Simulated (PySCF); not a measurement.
Compound: C₄H₃O₅S (charge -1).
Atom-mapped SMILES: `[O:1]=[S:2](=[O:3])([OH:4])[c:5]1[cH:6][cH:7][c:8]([O-:9])[o:10]1`

NICS = −σ at a ghost point: NICS(0) at the centroid of the ring atoms, NICS(1) 1 Å to either side along the normal of their mean plane, zz for the tensor component along that normal. Level: GIAO PBE0/pcSseg-1 (PySCF, non-relativistic, gas phase) on the GFN2-xTB geometry, one conformer.

Ring bond lengths (Å), with Mayer bond orders in brackets: C5–C6 1.363 (1.46), C6–C7 1.399 (1.33), C7–C8 1.403 (1.31), C8–O10 1.422 (0.90), O10–C5 1.378 (0.92).

Give the NICS values of each ring in ppm.

| ring | type | NICS(0) | NICS(1), two faces | NICS(1)zz, two faces | rms pucker (Å) | centre to ring atoms, mean (Å) |
| --- | --- | --- | --- | --- | --- | --- |
| C5–C6–C7–C8–O10 | 5-membered ring with O; formal bonds all aromatic | -9.9 | -6.6 / -6.6 | -14.2 / -14.2 | 0.00 | 1.18 |

What can be read from them?

- C5–C6–C7–C8–O10: mean NICS(1)zz -14.2 ppm, shielded.

And the bond-length index? HOMA = 1 − mean of α(R − Ropt)² over the ring bonds, with Krygowski's 1993 parameters (CC: Ropt 1.388 Å, α 257.7 Å⁻²; CO: Ropt 1.265 Å, α 157.38 Å⁻²).

- C5–C6–C7–C8–O10: HOMA -0.23; the largest term is that of C8–O10, α(R − Ropt)² = 3.88.

At the second NICS(1) probe listed for ring C5–C6–C7–C8–O10, 1 Å off the ring, what do the in-plane components average?

The isotropic value is a third of the trace: (3 × -6.6 − (-14.2))/2 = -2.8 ppm.

List the ring angles and the Hirshfeld charges of the ring atoms.

- C5–C6–C7–C8–O10: C5 110.6° (-0.057 e), C6 107.4° (-0.099 e), C7 108.4° (-0.177 e), C8 106.7° (+0.108 e), O10 106.9° (-0.118 e); sum 540.0° against 540° for a flat convex ring.

Shape of the structure used: `[O:1]=[S:2](=[O:3])([OH:4])[c:5]1[cH:6][cH:7][c:8]([O-:9])[o:10]1`: O1–S2–C5–C6 66°, H–O4–S2–O1 118°.
